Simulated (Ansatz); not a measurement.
CH6OSSi2 can be A, `OC1([SiH3])[SiH2]S1`, or B, `O=C[SiH]([SiH3])S`.

Computed with Ansatz on PBE0-D4/def2-TZVP structures; ΔE is electronic, products minus reactants. CCSD(T)/CBS adds triple-zeta CCSD(T) − MP2 to the extrapolated MP2 energy (def2 sets, frozen cores). Functionals use def2-TZVPP. B3LYP here is the variant with VWN-RPA as its local correlation; programs differ in this. Each species was taken in one conformer, which may not be the lowest.

A:

Z-matrix (Å, degrees):
```
C
Si 1 1.879
Si 1 1.861 2 119.9
O 1 1.387 2 111.8 3 -155.6
S 1 1.910 2 109.7 3 74.4
H 2 1.487 1 109.7 3 101.2
H 2 1.484 1 107.3 3 -17.8
H 2 1.485 1 110.4 3 -138.0
H 3 1.482 1 115.7 2 -152.2
H 3 1.480 1 122.4 2 -6.8
H 4 0.964 1 110.0 2 178.6
```

B:

```xyz
11

O    -2.320    0.575    1.084
C    -1.207    0.988    0.877
Si   -0.160    0.396   -0.637
Si    1.723   -0.769    0.130
S    -1.492   -0.831   -1.751
H    -0.758    1.725    1.581
H     0.266    1.619   -1.372
H     2.483   -1.297   -1.033
H     2.605    0.138    0.915
H     1.285   -1.897    0.991
H    -2.424   -0.648   -0.785
```

Task: Which isomer does CCSD(T)/CBS put lower? Give the gap. (Estimate.)

Result: The calculation gave: B, by 10.1 kcal/mol.

Task: Give E(B) − E(A) in kcal/mol with B2PLYP, r2SCAN-D4, CCSD/def2-TZVPP, ωB97M-V, HF/def2-TZVPP, CCSD(T)/def2-TZVPP, B3LYP-D4. (Best estimate.)

Result: Ansatz gave: B2PLYP -12.7, r2SCAN-D4 -10.8, CCSD/def2-TZVPP -12.8, ωB97M-V -10.1, HF/def2-TZVPP -18.2, CCSD(T)/def2-TZVPP -11.9, B3LYP-D4 -13.8. None reverses the order clearly.

Largest T1 diagnostic: 0.015.

The D4 term adds +1.1 kcal/mol with B3LYP and +0.5 kcal/mol with PBE0; it sums over pairs of atoms, weighted by their polarisabilities, and B3LYP, whose exchange is more repulsive, gets the larger term. From PBE to PBE0 (25 % exact exchange), in def2-TZVPP and without D4, E(B) − E(A) moves by +1.6 kcal/mol.
